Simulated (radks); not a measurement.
The numbers below are computed, except where a source is named.
The calcium ion Ca2+, [Ar]. Level of theory: non-relativistic Kohn-Sham, exchange-only B88, spin-polarised, spherical densities, point nucleus (a radial shooting solver on a logarithmic mesh with Libxc functionals). Every spin shell is full or empty, so the densities are truly spherical. Functionals are evaluated on that one density, not self-consistently. Rank these exchange functionals by their error against the exact value of the orbitals, and give that value: LDA, RPBE, PW91, PW86, WC, G96, TPSS, revTPSS, SCAN, r2SCAN, MVS.

Answer. Exact: -34.9242 hartree. From best to worst, with 100 (|E| - |E exact|)/|E exact| (equal figures are ties): r2SCAN +0.01, RPBE -0.08, G96 +0.11, PW91 -0.14, TPSS +0.14, MVS -0.18, SCAN +0.30, PW86 +0.36, revTPSS -0.57, WC -1.48, LDA -7.43.
